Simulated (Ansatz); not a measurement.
A run for Ansatz (a first-principles code): R-r2SCAN/def2-TZVPP on GeH4O2 (SMILES [OH][GeH2][OH]), a point of a torsion scan.

Ansatz 0.2 input:
```yaml
crystal:
  periodic: [false, false, false]
  atoms:
    - {symbol: O, position_ang: [1.33895395, 0.58667114, 0.31276105]}
    - {symbol: Ge, position_ang: [0.08700369, -0.56705809, -0.03740216]}
    - {symbol: O, position_ang: [-1.38476449, -0.00883371, 0.69913887]}
    - {symbol: H, position_ang: [1.22147724, 1.48520445, 0.01053481]}
    - {symbol: H, position_ang: [-0.26811111, -0.62617743, -1.48668885]}
    - {symbol: H, position_ang: [0.61176784, -1.81625465, 0.59002884]}
    - {symbol: H, position_ang: [-1.36203381, 0.20458393, 1.63011132]}
basis:
  gaussian:
    orbitals: def2-TZVPP
hamiltonian:
  xc: {name: r2SCAN}
scf: {lower_state_search: off}
```

The head of its log:

```
WARN ansatz: RAYON_NUM_THREADS=1 ignored (pool sized by the plan → 1); use --threads N
Functional definition: r2SCAN
these checks for a lower state are left out or cut short: stability, starts, cluster_reference, orbital_swaps, neighbouring_geometries, increment
integrals: 0.07 GiB planned
896 factors; their error is unknown
mean field: 0.56 GiB planned
mean field evaluation 1: about -60668.2335 eV, gradient 8.2e1 eV
mean field evaluation 2: about -60633.6155 eV, gradient 1.6e2 eV
```

Question: Give the final energy of this run.

Answer: -2229.8864 hartree.
